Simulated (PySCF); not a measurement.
## Tl: ionisation energy

Tl [Xe] 4f14 5d10 6s2 6p1 [6p1/2^1, M_J = 1/2] → Tl+ [Xe] 4f14 5d10 6s2, as a difference of total energies. All numbers are calculated (PySCF 2.14, the two-component X2C-1e Hamiltonian, in x2c-TZVPall-2c (11s11p9d3f, 110 functions)). Correlated levels: [Kr] 4d10 4f14 frozen; the 26 highest virtual spinors dropped. "Screened" scales the spin-orbit matrix elements by Boettger's factors to mimic the two-electron term; Breit and QED terms are absent.

```csv
method,ionisation energy (eV)
GHF (spin-free),4.984
GMP2 (spin-free),5.234
GHF (screened spin-orbit),5.701
GMP2 (screened spin-orbit),5.935
```

How much does correlation contribute at GMP2 (screened spin-orbit)?

5.935 − (5.701) = 0.234 eV, measured against GHF (screened spin-orbit).

The spin-free rows lack the spin-orbit shift.

Errors of the correlated levels include the incompleteness of this basis and the frozen core.

For comparison: 6.108 eV (measured; NIST Atomic Spectra Database, ionization energies).
